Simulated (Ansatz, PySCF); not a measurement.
Ways to break one bond of BN (BNH4):

A. BN (BNH4) -> B[NH] + H atom
B. BN (BNH4) -> [BH2] (BH2) + [NH2] (NH2)
C. BN (BNH4) -> [BH]N + H atom

Quantity: bond dissociation energy (enthalpy at 298 K, with B3LYP-D3(BJ) rigid-rotor harmonic-oscillator terms from PySCF), kJ/mol. Each molecule is optimised on its own at B3LYP-D3(BJ)/def2-TZVP (Ansatz, a quantum-chemistry and plane-wave program), one conformer each, not searched for the lowest. Correlated levels leave the core frozen unless marked. UHF or UKS for open shells. No spin-orbit coupling. No relativistic terms. CBS(X,Y): correlation extrapolated as X^-3; Hartree-Fock from the larger set.

### Question
Rank them by bond dissociation energy at CCSD(T)/CBS(def2-TZVPPD,def2-QZVPPD) (Ansatz), lowest first.

### Answer
C (443.4 kJ/mol), A (476.5 kJ/mol), B (590.8 kJ/mol)
